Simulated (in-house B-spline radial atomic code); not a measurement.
Results of a calculation; reference values are marked as such.
# Making a Troullier-Martins s channel for Rb, r_c = 1.62 bohr

Rb, [Kr] 5s1, non-relativistic LDA (VWN5), spherical and spin-unpolarised, from an all-electron radial atomic-structure program (B-spline basis) (atomic units). The all-electron 4s level is ε = -1.135050 hartree, its outermost node lies just inside 0.64 bohr and its outer maximum at 1.28 bohr.

Inside r_c the pseudo-orbital is u(r) = r^1 exp(p(r)), with p = c0 + c2 r² + c4 r⁴ + … + c12 r¹². The seven coefficients follow from p and its first four derivatives at r_c, from zero curvature of the screened potential at the origin, c4 = −c2²/(2l + 5), and from the norm inside r_c. At r_c the all-electron orbital has P = 0.8247329, P' = -0.5457138, the screened potential V = -1.541395, V' = 2.216262, V'' = -4.408653, and the norm inside is Q = 0.6490367.

Task: What are p, p' and p'' at r_c?

Result: p = ln(P/r_c^1) = ln(0.8247329/1.62) = -0.67512. p' = P'/P − 1/r_c = -0.66169 − 0.61728 = -1.27897. The radial equation gives p'' = 2(V − ε) − 2(1) p'/r_c − p'² = -0.81269 − (-1.57898) − 1.63576 = -0.86948. Differentiating, p''' = 2V' + 2(1)p'/r_c² − 2(1)p''/r_c − 2p'p'' = 2.3072, and p'''' = 2V'' − 4(1)p'/r_c³ + 4(1)p''/r_c² − 2(1)p'''/r_c − 2p''² − 2p'p''' = -7.3979.

For a trial c2 the five matching conditions are linear in c0, c6, c8, c10 and c12, and c2 is varied until the norm inside r_c equals Q. The root nearest zero gives:

```tsv
n	c_n
0	-0.7793027
2	0.9116975
4	-0.1662385
6	-0.3997626
8	0.2389934
10	-0.05397096
12	0.004481686
```

Task: Check c4 and p(r_c), and find the screened pseudopotential at the origin.

Result: −c2²/5 = -0.166238, as listed. The terms c_n r_c^n are -0.77930, 2.39266, -1.14496, -7.22591, 11.33721, -6.71909, 1.46427, which sum to -0.67512. Inverting the radial equation, V_l(r) = ε + 1 p'/r + (p'' + p'²)/2, so V_l(0) = ε + (2l + 3) c2 = -1.13505 + 3 × (0.911698) = 1.6000 hartree, finite where the all-electron potential diverges.

Orbitals and screened potentials:

| r (bohr) | P | u | V all-electron | V pseudo |
| --- | --- | --- | --- | --- |
| 0.162 | 0.2313 | 0.0761 | -129.5 | 1.594 |
| 0.405 | -0.4799 | 0.2144 | -28.26 | 1.363 |
| 0.648 | 0.04597 | 0.4137 | -11.19 | 0.2974 |
| 0.891 | 0.6332 | 0.6725 | -5.783 | -1.658 |
| 1.134 | 0.9023 | 0.885 | -3.449 | -2.981 |
| 1.377 | 0.9259 | 0.9242 | -2.241 | -2.439 |
| 1.62 | 0.8247 | 0.8247 | -1.541 | -1.541 |

Logarithmic derivatives P'/P at R = 1.92 bohr, for energies E around ε:

```json
{"E − ε (hartree)": "-0.5", "all-electron": "0.331429", "pseudo": "0.326841"}
{"E − ε (hartree)": "-0.25", "all-electron": "-0.175689", "pseudo": "-0.177667"}
{"E − ε (hartree)": "-0.1", "all-electron": "-0.590147", "pseudo": "-0.590611"}
{"E − ε (hartree)": "0", "all-electron": "-0.940834", "pseudo": "-0.940835"}
{"E − ε (hartree)": "0.1", "all-electron": "-1.38071", "pseudo": "-1.38156"}
{"E − ε (hartree)": "0.25", "all-electron": "-2.31433", "pseudo": "-2.32368"}
{"E − ε (hartree)": "0.5", "all-electron": "-5.83029", "pseudo": "-5.97848"}
```

Task: With P(R) = 0.6458076 and a norm of 0.8126751 inside R, what slope in energy does norm conservation fix?

Result: d(P'/P)/dE = −2 × (norm inside R)/P(R)² = -3.8971 per hartree·bohr at E = ε, for both atoms, since orbital and norm agree at R. Differences over ±0.1 hartree give -3.9528 (all-electron) and -3.9547 (pseudo), which also hold third-order terms. Half a hartree below ε the two curves differ by -0.0046.
